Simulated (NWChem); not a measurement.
Molecule: CH$_{5}$InO; SMILES [InH2][O]C

```xyz
8

In     0.0060    -0.6665    -0.0001
H     -1.3655    -1.7115     0.0008
H      1.7361    -0.8165    -0.0015
O     -0.5985     1.2727     0.0006
C      0.2898     2.3596     0.0015
H      1.3735     2.0772    -0.0027
H      0.1231     3.0093    -0.8916
H      0.1287     3.0037     0.8997
```
Atoms are numbered in this order, from 1.

Level: PBE-D3(BJ)/def2-SVP with def2 effective core potentials on In (NWChem), optimised geometry, unscaled harmonic frequencies. def2 effective core potentials on In; no spin-orbit coupling.

**Question.** List the harmonic frequencies with IR intensities, and the thermochemistry.

**Answer.** 
```json
[
 {"frequency (cm⁻¹)": "112", "IR intensity (km/mol)": "3.2"},
 {"frequency (cm⁻¹)": "184", "IR intensity (km/mol)": "0.4"},
 {"frequency (cm⁻¹)": "208", "IR intensity (km/mol)": "2.3"},
 {"frequency (cm⁻¹)": "394", "IR intensity (km/mol)": "54.1"},
 {"frequency (cm⁻¹)": "498", "IR intensity (km/mol)": "120.4"},
 {"frequency (cm⁻¹)": "499", "IR intensity (km/mol)": "65.7"},
 {"frequency (cm⁻¹)": "540", "IR intensity (km/mol)": "51.6"},
 {"frequency (cm⁻¹)": "1095", "IR intensity (km/mol)": "173.7"},
 {"frequency (cm⁻¹)": "1132", "IR intensity (km/mol)": "0.2"},
 {"frequency (cm⁻¹)": "1151", "IR intensity (km/mol)": "9.4"},
 {"frequency (cm⁻¹)": "1409", "IR intensity (km/mol)": "0.1"},
 {"frequency (cm⁻¹)": "1420", "IR intensity (km/mol)": "33.9"},
 {"frequency (cm⁻¹)": "1422", "IR intensity (km/mol)": "30.4"},
 {"frequency (cm⁻¹)": "1720", "IR intensity (km/mol)": "79.2"},
 {"frequency (cm⁻¹)": "1779", "IR intensity (km/mol)": "176.8"},
 {"frequency (cm⁻¹)": "2868", "IR intensity (km/mol)": "135.5"},
 {"frequency (cm⁻¹)": "2937", "IR intensity (km/mol)": "73.5"},
 {"frequency (cm⁻¹)": "2954", "IR intensity (km/mol)": "52.2"}
]
```

| Item | Result |
|---|---|
| zero-point energy | 31.9 kcal/mol |
| thermal correction to the enthalpy at 298.15 K (with zero-point energy) | 36.1 kcal/mol |
| heat capacity Cv | 17.9 cal/(mol K) |
| entropy at 298.15 K and 1 atm (symmetry number 1) | 76.1 cal/(mol K) |

Rigid rotor and harmonic oscillator.
